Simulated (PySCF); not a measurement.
1,1-difluoro-2-methylprop-1-ene (C4H6F2), SMILES CC(C)=C(F)F. Coordinates come from a PBE0-D3(BJ)/def2-SVP optimisation.

Computed with PBE0-D3(BJ)/def2-SVP (PySCF).

Harmonic wavenumbers (cm⁻¹): 152, 166, 185, 244, 334, 339, 534, 547, 627, 761, 971, 987, 992, 1087, 1206, 1282, 1346, 1403, 1414, 1448, 1455, 1464, 1468, 1865, 3044, 3047, 3118, 3119, 3181, 3181. Rotational constants (GHz): 4.869, 3.205, 1.981; symmetry number 2.

Question: Work out the zero-point energy and the ideal-gas rigid-rotor harmonic-oscillator thermochemistry at 298.15 K and 1 atm.

Answer: ZPE = ½ Σ hcν = ½ × 40965 cm⁻¹ = 245.02 kJ/mol. H − E(el) = 265.27 kJ/mol. Entropy in J/(mol K): translation 165.15, rotation 106.13, vibration 58.41, total 329.70. G − E(el) = 166.97 kJ/mol. Cp = 105.11 J/(mol K).
